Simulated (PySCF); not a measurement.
Species: C₅H₄FN.
Atom-mapped SMILES: `[F:1][c:2]1[cH:3][cH:4][n:5][cH:6][cH:7]1`

Probes without a nucleus sit at each ring's centroid and 1 Å off its mean plane on both sides; NICS is minus the shielding there, NICSzz its component along the normal. Level: GIAO B97-2/pcSseg-2 (PySCF, non-relativistic, gas phase) on the PBE0-D3(BJ)/def2-TZVP geometry, one conformer.

Ring bond lengths (Å): C2–C3 1.380, C3–C4 1.387, C4–N5 1.328, N5–C6 1.328, C6–C7 1.387, C7–C2 1.380.

Q: What do the NICS probes read (ppm)?

A: 
| ring | type | NICS(0) | NICS(1), two faces | NICS(1)zz, two faces | rms pucker (Å) | centre to ring atoms, mean (Å) |
| --- | --- | --- | --- | --- | --- | --- |
| C2–C3–C4–N5–C6–C7 | 6-membered ring with N; formal bonds all aromatic | -9.1 | -10.1 / -10.1 | -28.2 / -28.2 | 0.00 | 1.36 |

Q: What do they say, and how far can they be read as aromaticity?

A: 
- C2–C3–C4–N5–C6–C7: mean NICS(1)zz -28.2 ppm, shielded. For a flat ring without four-coordinate atoms the NICS criterion counts such a value as aromatic.

Q: And the bond-length index? Use HOMA with the parameters of Krygowski (1993).

A: 
- C2–C3–C4–N5–C6–C7: HOMA 0.99; the largest term is that of C7–C2, α(R − Ropt)² = 0.02. The geometric and the magnetic index point the same way.

Q: List the ring angles.

A: 
- C2–C3–C4–N5–C6–C7: C2 120.7°, C3 116.9°, C4 124.1°, N5 117.2°, C6 124.1°, C7 116.9°; sum 720.0° against 720° for a flat convex ring.

Q: How do the values depend on the level or the medium?

A: 
| level | NICS(0), C2–C3–C4–N5–C6–C7 | mean NICS(1)zz, C2–C3–C4–N5–C6–C7 |
| --- | --- | --- |
| B97-2/pcSseg-2, gas | -9.1 | -28.2 |
| KT3/pcSseg-2, gas | -9.0 | -27.4 |
| PBE0/pcSseg-2, gas | -9.0 | -28.4 |
| wB97X-D/pcSseg-2, gas | -8.8 | -28.4 |
| WP04/pcSseg-2, IEF-PCM chloroform | -9.4 | -27.7 |
| wB97X-D/pcSseg-2, IEF-PCM chloroform | -8.7 | -28.4 |

The geometry is the same throughout; the continuum's cavity takes Bondi-type radii × 1.2.
